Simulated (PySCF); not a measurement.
**Radial density of Pb²⁺ (lead, charge +2)**

UHF, [Xe] 4f14 5d10 6s1 6p1, 6s spin antiparallel (an excited configuration). Calculation: PySCF 2.14, in aug-cc-pVQZ-PP with ECP60MDF; a scalar-relativistic core potential. This is the valence pseudo-density: the core potential removes the inner electrons and smooths the orbitals near the nucleus.

```json
{"r (bohr)": "0.0132", "4πr²ρ (e/bohr)": "1.228e-05", "4πr²(ρα − ρβ)": "0.0000"}
{"r (bohr)": "0.0223", "4πr²ρ (e/bohr)": "2.456e-05", "4πr²(ρα − ρβ)": "0.0000"}
{"r (bohr)": "0.0375", "4πr²ρ (e/bohr)": "4.167e-05", "4πr²(ρα − ρβ)": "0.0000"}
{"r (bohr)": "0.0630", "4πr²ρ (e/bohr)": "7.735e-05", "4πr²(ρα − ρβ)": "0.0000"}
{"r (bohr)": "0.106", "4πr²ρ (e/bohr)": "0.0003245", "4πr²(ρα − ρβ)": "0.0000"}
{"r (bohr)": "0.178", "4πr²ρ (e/bohr)": "0.003566", "4πr²(ρα − ρβ)": "0.0000"}
{"r (bohr)": "0.300", "4πr²ρ (e/bohr)": "0.09456", "4πr²(ρα − ρβ)": "-0.0013"}
{"r (bohr)": "0.504", "4πr²ρ (e/bohr)": "3.506", "4πr²(ρα − ρβ)": "-0.0494"}
{"r (bohr)": "0.848", "4πr²ρ (e/bohr)": "20.31", "4πr²(ρα − ρβ)": "0.0480"}
{"r (bohr)": "1.43", "4πr²ρ (e/bohr)": "10.14", "4πr²(ρα − ρβ)": "-0.2860"}
{"r (bohr)": "2.40", "4πr²ρ (e/bohr)": "1.741", "4πr²(ρα − ρβ)": "-0.0544"}
{"r (bohr)": "4.04", "4πr²ρ (e/bohr)": "0.2068", "4πr²(ρα − ρβ)": "0.1237"}
{"r (bohr)": "6.79", "4πr²ρ (e/bohr)": "0.003190", "4πr²(ρα − ρβ)": "0.0030"}
```

Energies and moments cover only the electrons outside the core potential. Spin-orbit coupling, absent here, splits the open shell strongly. With the s spin flipped the determinant is a mixture of two multiplicities, not a spectroscopic state.
